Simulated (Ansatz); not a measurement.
`[F][SbH][SeH]` + `[SbH3]` → `[F][SbH][SbH2]` + H₂Se  (formal exchange of groups at the Sb–Se bond)

Calculated with Ansatz (gas phase, PBE0-D4/def2-TZVP geometries, no zero-point term in ΔE). CCSD(T)/CBS is the MP2 limit (def2-TZVPP, def2-QZVPP) plus CCSD(T) − MP2 in def2-TZVPP, frozen cores. DFT in def2-TZVPP. B3LYP here is the variant with VWN-RPA as its local correlation; programs differ in this. HSE06 is defined as in plane-wave codes. Elements past krypton have def2 core potentials. For Sb, Se outer-core shells are correlated without core-valence functions, which leaves a few kJ/mol of doubt a bond. Scalar relativity is left out up to krypton. Each species was taken in one conformer, which may not be the lowest.

| level | ΔE (kJ/mol) | difference from CCSD(T)/CBS |
| --- | --- | --- |
| LDA (SPW92) | 6.7 | 1.0 |
| PBE-D4 | 7.0 | 1.3 |
| revPBE-D4 | 8.7 | 3.0 |
| BLYP-D4 | 8.6 | 2.9 |
| r2SCAN-D4 | 8.9 | 3.2 |
| B97M-V | 18.7 | 13.0 |
| B3LYP-D4 | 7.4 | 1.7 |
| r2SCANh-D4 | 8.0 | 2.3 |
| r2SCAN0-D4 | 7.0 | 1.3 |
| HSE06-D4 | 5.7 | 0.0 |
| BHLYP-D4 | 6.4 | 0.7 |
| CAM-B3LYP-D4 | 8.8 | 3.1 |
| ωB97X-V | 9.8 | 4.1 |
| ωB97M-V | 8.8 | 3.1 |
| PBE-QIDH | 6.1 | 0.4 |
| PBE | 8.0 | 2.3 |
| revPBE | 8.6 | 2.9 |
| BLYP | 10.0 | 4.3 |
| r2SCAN | 9.1 | 3.4 |
| PBE0 | 6.9 | 1.2 |
| B3LYP | 8.9 | 3.2 |
| r2SCANh | 8.3 | 2.6 |
| r2SCAN0 | 7.4 | 1.7 |
| HSE06 | 6.7 | 1.0 |
| LC-ωPBE | 9.1 | 3.4 |
| RPA@PBE/def2-TZVPP | 8.4 | 2.7 |
| HF/def2-SVP | 2.9 | -2.8 |
| MP2/def2-SVP | 2.5 | -3.2 |
| CCSD/def2-SVP | 0.9 | -4.8 |
| CCSD(T)/def2-SVP | 1.0 | -4.7 |
| MP2/def2-TZVPP | 4.4 | -1.3 |
| SCS-MP2/def2-TZVPP | 7.2 | 1.5 |
| CCSD/def2-TZVPP | 7.5 | 1.8 |
| CCSD(T)/def2-TZVPP | 7.2 | 1.5 |
| HF/def2-QZVPP | 12.3 | 6.6 |
| MP2/def2-QZVPP | 3.7 | -2.0 |
| SCS-MP2/def2-QZVPP | 6.4 | 0.7 |
| HF/CBS(def2) | 12.3 | 6.6 |
| MP2/CBS(def2) | 2.9 | -2.8 |
| CCSD/CBS(def2) | 6.0 | 0.3 |
| CCSD(T)/CBS | 5.7 | 0 |

Largest T1 diagnostic among the species: 0.015.

In def2-TZVPP, CCSD(T) changes the Hartree–Fock value by −4.6 kJ/mol (the triples alone add −0.3 kJ/mol) and MP2 by −7.4 kJ/mol. Leaving LDA and LC-ωPBE aside and taking each functional with its dispersion term where it has one, the values spread over 13.0 kJ/mol, from HSE06-D4 to B97M-V.
